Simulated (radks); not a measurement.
All-electron atom: Br16+ in [Ar] 3d1. Calculated with a radial shooting solver on a logarithmic mesh with Libxc functionals: Dirac Kohn-Sham, exchange-only PBE, spin-unpolarised, spherical densities, finite nucleus; open shells fill j = l - 1/2 first; Fermi nuclear charge, rms radius 4.1629 fm.

Spin-orbit splittings of the eigenvalues, e(l+1/2) - e(l-1/2), with zeta = 2 splitting/(2l+1) and mean radii in bohr:

| shell | occ. | splitting (eV) | zeta (eV) | <r> j=l-1/2 | <r> j=l+1/2 |
|---|---|---|---|---|---|
| 2p | 6 | 47.78 | 31.85 | 0.1619 | 0.1657 |
| 3p | 6 | ? | ? | 0.4862 | 0.4930 |
| 3d | 1 | 1.832 | 0.7328 | 0.4515 | 0.4535 |

Estimate the 3p splitting.

Answer. 9.297 eV (zeta = 6.198 eV).
